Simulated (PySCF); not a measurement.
Computed IR spectrum (relative IR intensity) of a molecule CH8FNSi2. The structure is a stationary point at PBE-D3(BJ)/def2-SVP. One conformer was computed; it need not be the lowest. These are PBE-D3(BJ)/def2-SVP (PySCF) values and carry that method's errors. Frequencies are harmonic and unscaled.

ν (cm⁻¹): 281 (m), 597 (vw), 653 (vw), 709 (w), 759 (s), 798 (w), 814 (m), 826 (vs), 873 (m), 889 (w), 916 (m), 1063 (vw), 1211 (vw), 1585 (w), 2125 (m), 2136 (m), 2145 (m), 2156 (s), 2971 (vw) (against the strongest line: vs over 80 %, s over 45 %, m over 15 %, w over 4 %, vw less)

Question: Pick the molecule that these values belong to.
A) N[C@H]([SiH3])[SiH2]F
B) NC[SiH2][SiH2]F
C) FC[SiH2]N[SiH3]
D) F[SiH2]CN[SiH3]

Answer: B, NC[SiH2][SiH2]F
